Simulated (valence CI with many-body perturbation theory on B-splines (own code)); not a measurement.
Level structure of W3+

Method: relativistic CI+MBPT: three valence electrons over a frozen Dirac-Fock core [Xe] 4f14, radial functions for each j: 7 s, 7 p, 8 d, 6 f, 4 g, 1 h, with the one-electron correlation potential Σ1, the two-electron term Σ2, the three-electron term Σ3, Breit, model QED; selected CI, second order for the rest, scaled by the run's own slope (own B-spline code, finite nucleus).

Set against measurement, 62 paired levels are off by 1221 cm⁻¹ on average, the worst by 2923. These come from a selection out of J. Phys. B 45, 035001 (2012). Levels without a partner in it may be off by more, other configurations by 1,000 to 8,000 cm⁻¹. 7 measured levels below the end of the list, from 46088 cm⁻¹ on, found no clear computed partner, and computed levels of the same name lie up to 1232 cm⁻¹ from them.

Levels 181 to 225 of 239, with energies above the lowest level, 5d3 4F_3/2. "Leading %" is the weight of the configuration and term that name the level; weights of strongly mixed levels are sums over their largest components and can fall short. In the jj column 3d3/2^4 stands for four electrons in 3d with j = 3/2. Lifetimes count E1, E2, E3, M1 and M2 decay at the calculated energies, and are blank where another channel may lead or the interval is too uncertain; long ones can be off by a factor of two.

| No. | Configuration | Term | J | E (eV) | Leading % | Leading jj | Lifetime |
| --- | --- | --- | --- | --- | --- | --- | --- |
| 181 | 5d2.6d | 2H | 9/2 | 23.964 | 44 | 5d5/2^2 6d5/2 (36 %) | 406 ps |
| 182 | 5d2.7s | 4P | 5/2 | 23.978 | 37 | 5d5/2^2 7s (54 %) | 436 ps |
| 183 | 5d2.6d | 2I | 11/2 | 23.990 | 76 | 5d3/2 5d5/2 6d5/2 (33 %) | 436 ps |
| 184 | 5d2.5f | 4F° | 3/2 | 24.001 | 26 | 5d3/2^2 5f5/2 (39 %) | 144 ps |
| 185 | 5d2.5f | 4F° | 7/2 | 24.016 | 27 | 5d3/2 5d5/2 5f7/2 (77 %) | 217 ps |
| 186 | 5d2.6d | 4P | 1/2 | 24.022 | 53 | 5d5/2^2 6d3/2 (71 %) | 422 ps |
| 187 | 5d2.6d | 2D | 5/2 | 24.066 | 39 | 5d5/2^2 6d5/2 (25 %) | 463 ps |
| 188 | 5d2.6d | 4D | 7/2 | 24.090 | 36 | 5d5/2^2 6d5/2 (62 %) | 475 ps |
| 189 | 5d2.5f | 4D° | 1/2 | 24.113 | 33 | 5d3/2 5d5/2 5f5/2 (47 %) | 340 ps |
| 190 | 5d2.6d | 2D | 3/2 | 24.127 | 36 | 5d5/2^2 6d3/2 (62 %) | 448 ps |
| 191 | 5d2.7p | 4F° | 5/2 | 24.135 | 36 | 5d3/2^2 7p3/2 (57 %) | 470 ps |
| 192 | 5d2.7p | 4D° | 3/2 | 24.137 | 28 | 5d3/2^2 7p3/2 (64 %) | 804 ps |
| 193 | 5d2.7s | 2G | 9/2 | 24.137 | 48 | 5d5/2^2 6d5/2 (33 %) | 454 ps |
| 194 | 5d2.6d | 2I | 13/2 | 24.144 | 93 | 5d3/2 5d5/2 6d5/2 (56 %) | 479 ps |
| 195 | 5d2.5f | 4G° | 7/2 | 24.154 | 32 | 5d3/2 5d5/2 5f5/2 (52 %) | 255 ps |
| 196 | 5d2.6d | 2H | 11/2 | 24.156 | 82 | 5d5/2^2 6d3/2 (41 %) | 421 ps |
| 197 | 5d2.7s | 2P | 3/2 | 24.164 | 46 | 5d5/2^2 7s (68 %) | 434 ps |
| 198 | 5d2.7s | 2G | 7/2 | 24.168 | 45 | 5d5/2^2 6d5/2 (33 %) | 480 ps |
| 199 | 5d2.7p | 4G° | 7/2 | 24.229 | 32 | 5d3/2^2 7p3/2 (72 %) | 703 ps |
| 200 | 5d2.6d | 2D | 5/2 | 24.237 | 32 | 5d5/2^2 6d3/2 (38 %) | 492 ps |
| 201 | 5d2.5f | 2F° | 5/2 | 24.245 | 36 | 5d3/2 5d5/2 5f7/2 (77 %) | 276 ps |
| 202 | 5d2.5f | 2I° | 11/2 | 24.248 | 72 | 5d3/2 5d5/2 5f5/2 (62 %) | 415 ps |
| 203 | 5d2.7p | 4D° | 1/2 | 24.296 | 58 | 5d3/2^2 7p3/2 (64 %) | 396 ps |
| 204 | 5d2.6d | 2D | 3/2 | 24.340 | 48 | 5d5/2^2 6d5/2 (51 %) | 506 ps |
| 205 | 5d2.5f | 2H° | 9/2 | 24.341 | 34 | 5d3/2 5d5/2 5f7/2 (90 %) | 138 ps |
| 206 | 5d2.6d | 2G | 9/2 | 24.356 | 52 | 5d5/2^2 6d5/2 (63 %) | 464 ps |
| 207 | 5d2.7p | 4D° | 5/2 | 24.384 | 19 | 5d3/2 5d5/2 7p1/2 (42 %) | 334 ps |
| 208 | 5d2.5f | 4D° | 3/2 | 24.415 | 20 | 5d3/2 5d5/2 5f5/2 (64 %) | 166 ps |
| 209 | 5d2.5f | 4H° | 13/2 | 24.427 | 58 | 5d5/2^2 5f7/2 (30 %) | 5.02 ns |
| 210 | 5d2.5f | 4P° | 1/2 | 24.429 | 67 | 5d3/2 5d5/2 5f7/2 (54 %) | 177 ps |
| 211 | 5d2.6d | 2F | 5/2 | 24.435 | 60 | 5d5/2^2 6d3/2 (41 %) | 566 ps |
| 212 | 5d2.7p | 4G° | 7/2 | 24.460 | 30 | 5d3/2 5d5/2 7p1/2 (76 %) | 416 ps |
| 213 | 5d2.6d | 2F | 7/2 | 24.498 | 84 | 5d5/2^2 6d3/2 (45 %) | 512 ps |
| 214 | 5d2.5f | 2D° | 3/2 | 24.530 | 28 | 5d3/2 5d5/2 5f7/2 (74 %) | 185 ps |
| 215 | 5d2.5f | 4I° | 15/2 | 24.542 | 93 | 5d5/2^2 5f7/2 (58 %) | 21.4 ns |
| 216 | 5d2.5f | 2G° | 9/2 | 24.544 | 50 | 5d3/2 5d5/2 5f7/2 (35 %) | 447 ps |
| 217 | 5d2.7p | 4F° | 5/2 | 24.551 | 31 | 5d3/2 5d5/2 7p1/2 (44 %) | 177 ps |
| 218 | 5d2.5f | 2H° | 11/2 | 24.771 | 60 | 5d3/2 5d5/2 5f7/2 (42 %) | 525 ps |
| 219 | 5d2.5f | 4F° | 7/2 | 24.785 | 31 | 5d5/2^2 5f5/2 (23 %) | 263 ps |
| 220 | 5d2.5f | 4D° | 5/2 | 24.799 | 28 | 5d3/2 5d5/2 5f5/2 (46 %) | 220 ps |
| 221 | 5d2.5f | 4G° | 9/2 | 24.819 | 25 | 5d3/2 5d5/2 7p3/2 (35 %) | 249 ps |
| 222 | 5d2.5f | 2F° | 7/2 | 24.825 | 49 | 5d5/2^2 5f7/2 (46 %) | 239 ps |
| 223 | 5d.6p2 | 4F | 3/2 | 24.829 | 34 | 5d3/2 6p1/2^2 (58 %) | 221 ps |
| 224 | 6s2.6p | 2P° | 1/2 | 24.829 | 65 | 6s^2 6p1/2 (65 %) | 252 ps |
| 225 | 5d2.5f | 4G° | 11/2 | 24.906 | 70 | 5d3/2 5d5/2 5f7/2 (51 %) | 102 ps |

Names give the largest LS component (configuration and term), which can be under half, so a name can repeat, a term be missing and a line seem to break the LS rules; names also repeat where a configuration has a term twice.

Where two levels of one J and parity lie close, their mixing, g and order are uncertain.
